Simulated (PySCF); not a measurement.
**Gas-phase thermal properties of GaF₃**

Computed with PySCF (xtb for GFN2) and rigid-rotor harmonic-oscillator thermochemistry at 1 bar. 6-31G* has spherical d functions here. All species are closed-shell singlets. B3LYP is the form with VWN-RPA correlation. Ga: all electrons, no relativistic terms. The harmonic model lacks anharmonicity and excited electronic states, which grow with temperature; levels with a mode under 35 cm⁻¹ are left out.

```json
[
 {"level": "B3LYP/6-31G*", "point group": "D3h", "σ": "6", "ZPE (kJ/mol)": "16.3", "S°298 (J/mol/K)": "292.7", "Cp298 (J/mol/K)": "66.5", "S°1000 (J/mol/K)": "384.0", "H1000 − H298 (kJ/mol)": "53.9"},
 {"level": "GFN2-xTB", "point group": "D3h", "σ": "6", "ZPE (kJ/mol)": "10.6", "S°298 (J/mol/K)": "309.6", "Cp298 (J/mol/K)": "74.0", "S°1000 (J/mol/K)": "405.6", "H1000 − H298 (kJ/mol)": "56.2"},
 {"level": "HF/6-31G*", "point group": "D3h", "σ": "6", "ZPE (kJ/mol)": "17.6", "S°298 (J/mol/K)": "289.2", "Cp298 (J/mol/K)": "65.0", "S°1000 (J/mol/K)": "379.3", "H1000 − H298 (kJ/mol)": "53.3"},
 {"level": "PBE/def2-SVP", "point group": "D3h", "σ": "6", "ZPE (kJ/mol)": "16.0", "S°298 (J/mol/K)": "294.2", "Cp298 (J/mol/K)": "66.9", "S°1000 (J/mol/K)": "385.7", "H1000 − H298 (kJ/mol)": "54.0"},
 {"level": "PBE0/def2-TZVP", "point group": "D3h", "σ": "6", "ZPE (kJ/mol)": "16.4", "S°298 (J/mol/K)": "292.6", "Cp298 (J/mol/K)": "66.3", "S°1000 (J/mol/K)": "383.7", "H1000 − H298 (kJ/mol)": "53.8"}
]
```
σ: rotational symmetry number. Electronic degeneracy used: 1. Frequencies are unscaled.
